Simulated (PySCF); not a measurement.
# Assigning NMR signals

Geometry (Å), atoms numbered from 1 in this order:
```xyz
21

C    -3.195    0.283   -0.503
C    -2.373   -0.369    0.607
C    -0.890   -0.207    0.404
C    -0.223    0.947    0.827
C     1.140    1.119    0.596
C     1.891    0.143   -0.067
C     3.367    0.306   -0.292
C     1.222   -1.011   -0.493
C    -0.140   -1.182   -0.262
H    -4.274    0.155   -0.330
H    -2.987    1.362   -0.566
H    -2.951   -0.155   -1.483
H    -2.659    0.065    1.579
H    -2.619   -1.442    0.665
H    -0.782    1.728    1.351
H     1.633    2.032    0.940
H     3.948   -0.262    0.454
H     3.668   -0.062   -1.284
H     3.672    1.359   -0.212
H     1.781   -1.793   -1.016
H    -0.634   -2.096   -0.606
```

No relativistic terms, one conformer, fast rotation and ring inversion assumed for equivalent nuclei, no solvent model. PBE0/pcSseg-1 with gauge-including orbitals; structure optimised with PBE0-D3(BJ)/def2-SVP; PySCF 2.14.

Shifts are taken against calculated references (same method and geometry level): TMS for $^{13}$C (184.41 ppm) and $^{1}$H (31.27 ppm).

(1) Assign these signals to the numbered atoms. $^{13}$C{$^{1}$H} NMR (computed): δ 147.4 (C), 140.1 (C), 134.7 (CH), 133.9 (CH), 32.9 (CH2), 22.8 (CH3), 21.2 (CH3).

(2) Assign these signals to the numbered atoms. $^{1}$H NMR (600 MHz, computed): δ 7.23 (m, 2H), 7.21 (m, 2H), 2.42 (q, 2H), 2.34 (s, 3H), 1.11 (t, 3H).

## Answers

(1) 
| δ (ppm) | atoms | environment | reason |
| --- | --- | --- | --- |
| 147.4 | C3 | substituted aromatic carbon | – |
| 140.1 | C6 | substituted aromatic carbon | – |
| 134.7 | C5/C8 | aromatic CH | the aromatic region |
| 133.9 | C4/C9 | aromatic CH | – |
| 32.9 | C2 | sp3 CH2 on an aromatic ring | aliphatic region, no heteroatom directly attached |
| 22.8 | C7 | methyl carbon on an aromatic ring | a saturated carbon with 1 carbon neighbour and no heteroatom attached |
| 21.2 | C1 | methyl carbon | aliphatic region, no heteroatom directly attached |

C5/C8 and C4/C9; C7 and C1 lie closer than the usual error of such a calculation, so a measured spectrum could show them in the other order.

(2) 
7.23 → H16/H20, hydrogen on an aromatic CH: the ring current deshields protons in the ring plane
7.21 → H15/H21, hydrogen on an aromatic CH
2.42 → H13/H14, hydrogen on an sp3 CH2 on an aromatic ring: benzylic-type position, deshielded by the ring
2.34 → H17/H18/H19, hydrogen on a methyl carbon on an aromatic ring: benzylic-type position, deshielded by the ring
1.11 → H10/H11/H12, hydrogen on a methyl carbon

H16/H20 and H15/H21; H13/H14 and H17/H18/H19 lie closer than the usual error of such a calculation, so a measured spectrum could show them in the other order.

Shifts are as computed. Against solution values, carbons near 30 ppm lie about +2 ppm off and those near 130 ppm about +5 ppm. Of 1211 compounds with measured shifts, 218 miss one by over three times the rms of a fit or turn the order of signals round; such compounds aren't used in these exercises. No couplings were computed; multiplicities are counted from neighbouring protons, with m where these are inequivalent, close in shift, in a saturated or five-membered ring or joined by F or P, and br s for small geminal =CH2 splittings.
